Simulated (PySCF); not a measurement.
**Relaxation of doublet Ag₃**

Computed with UPBE0 in PySCF with Ag def2-TZVP with ECP28; scalar-relativistic core potentials, no spin–orbit coupling; density-fitted integrals. A (50,194) grid was used.

A start displaced from a saddle point along its imaginary mode, of C2v symmetry, held to at least that symmetry:

```xyz
3
charge 0 multiplicity 2, angstrom
Ag    0.0148    1.2893    0.0000
Ag   -0.0074   -0.6446    1.8562
Ag   -0.0074   -0.6446   -1.8562
```

(1) What does it relax to?

(2) How much energy is released, and in how many steps?

Answers

(1) It was stopped by the time limit after 9 steps; the last geometry has Ag–Ag 2.63 Å (×2), Ag–Ag 3.43 Å. No frequency check is given, so it may be a saddle point.

(2) 2.7 kJ/mol in 9 steps.

With open d or f shells other occupations or spin states may lie lower.

The relaxation took 28 s on 4 threads of a shared Arm Neoverse V2 host, with 120 basis functions and 10 gradients; the process peaked at 1 GiB.
